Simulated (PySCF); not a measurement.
Correlation energy of F(2+) (fluorine, charge +2)

[He] 2s2 2p2 3s1, high-spin 4P determinant (an excited configuration). Calculation: PySCF 2.14, in dyall-av3z; the spin-free X2C one-electron Hamiltonian (Gaussian nucleus). Frozen: 1s2; 5 electrons correlated; the 13 highest virtual orbitals of each spin left out.

```json
{"level": "CCSD", "correlation energy (mhartree)": "-119.56"}
{"level": "(T)", "correlation energy (mhartree)": "-2.07"}
{"level": "CCSD(T)", "correlation energy (mhartree)": "-121.63"}
```

Diagnostics: T1 = 0.0072, D1 = 0.0201, largest double amplitude 0.116.

Is a single reference adequate?

Mostly. T1 lies below 0.03, but a double amplitude of this size points to a near-degeneracy that CCSD handles and MP2 describes poorly.
